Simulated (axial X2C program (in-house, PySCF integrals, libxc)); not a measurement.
# Nuclear properties of ZrP⁺

Calculated with an in-house all-electron X2C program for linear molecules (integrals from PySCF): two-component X2C with atomic mean-field Coulomb and Gaunt terms, Gaussian nuclei, basis Zr dyall-cv3z, P dyall-v3z with contracted cores.

R = 2.149 Å (near the PBE0 minimum at charge 1 of the determinant lowest at the starting distance; the state shown can have its own minimum elsewhere).

Determinant lowest in the PBE0 search, Ω = 0 (closed shell), highest spinor 54% P p, 30% Zr d, 5% Zr s:

```json
{"level": "PBE0", "qzz Zr (a.u.)": "-2.54", "qzz P (a.u.)": "-1.42"}
{"level": "HF", "qzz Zr (a.u.)": "-1.35", "qzz P (a.u.)": "-1.92"}
{"level": "TPSSh", "qzz Zr (a.u.)": "-2.61", "qzz P (a.u.)": "-1.36"}
{"level": "PBE50", "qzz Zr (a.u.)": "-2.09", "qzz P (a.u.)": "-1.56"}
{"level": "r2SCAN", "qzz Zr (a.u.)": "-2.49", "qzz P (a.u.)": "-1.28"}
```

Determinant 1.02 eV from it at PBE0 and this distance, Ω = 1 (⟨Sz⟩ = -1.00, ⟨Lz⟩ = 2.00 at PBE0), spin on the atoms Zr -0.75, P -0.25:

```
 level  Eeff magnitude (GV/cm)  Ws magnitude Zr (kHz)  A∥/gI Zr (MHz)  qzz Zr (a.u.)  A∥/gI P (MHz)  qzz P (a.u.)
  PBE0                    1.65                  0.801             186           0.14           -172          1.18
    HF                    2.23                   1.15             242           0.19           -224          0.78
 TPSSh                    1.66                  0.797             226           0.05           -184          1.18
 PBE50                    1.74                  0.853             205           0.31           -186          1.10
r2SCAN                    1.67                  0.827             264           0.16           -183          1.25
```

Eeff is the effective electric field on the electron electric dipole moment in this Ω state and Ws the scalar–pseudoscalar constant of the nucleus named (defined with the proton number Z and per Ω); A∥ (defined per Ω) follows by multiplying with gI = μI/(I μN); qzz is the electric field gradient, eQq0 = 234.96 MHz × Q/barn × qzz. The operators were transformed with the bare-nucleus X2C matrices; with these basis sets, hyperfine constants and field gradients can be off by tens of per cent, and where levels differ in sign neither size nor sign is settled.

Q: With Q(91Zr) = -0.176 barn (Q from Pyykkö, Mol. Phys. 2018), turn the PBE0 values of the first state into constants in MHz.

A: eQq0(91Zr) = 234.96 × (-0.176) × (-2.54) = 105 MHz.

Each state is one determinant with collinear spin, which with several unpaired electrons need not be a pure state. Unrestricted Hartree–Fock can overshoot spin polarisation at the nuclei. With several open shells hyperfine constants can be off by a factor of several. Open-shell Ω = 0 determinants with evenly filled partner blocks cannot be reached by this program, so the Ω shown need not be the lowest component. At HF a later determinant lies lower. The search compared states at one distance, so a state with another bond length can lie lower. Further determinants of the search, some of them spin-mixed, are not shown. PBE0 term energies can be off by some tenths of an eV.
